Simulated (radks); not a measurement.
Charge is removed step by step from the 6s down level of neutral cerium, starting from [Xe] 4f1 5d1 6s(up 1, down 1). All-electron calculation, scalar-relativistic Kohn-Sham, PBE, spin-polarised, spherical densities, finite nucleus; open shells are filled with parallel spins first (spin-orbit coupling, left out, can overturn this in heavy ions); Fermi nuclear charge, rms radius 4.8771 fm. Program: a radial shooting solver on a logarithmic mesh with Libxc functionals.

removed (e)	E - E(0) (eV)	eigenvalue (eV)
0	0.000	-3.537
0.125	0.474	-4.049
0.25	1.012	-4.567
0.375	1.616	-5.092
0.5	2.285	-5.624
0.625	3.022	-6.167
0.75	3.827	-6.722
0.875	4.702	-7.277

The mean slope of the eigenvalue, de/dn, is 4.27 eV per electron.
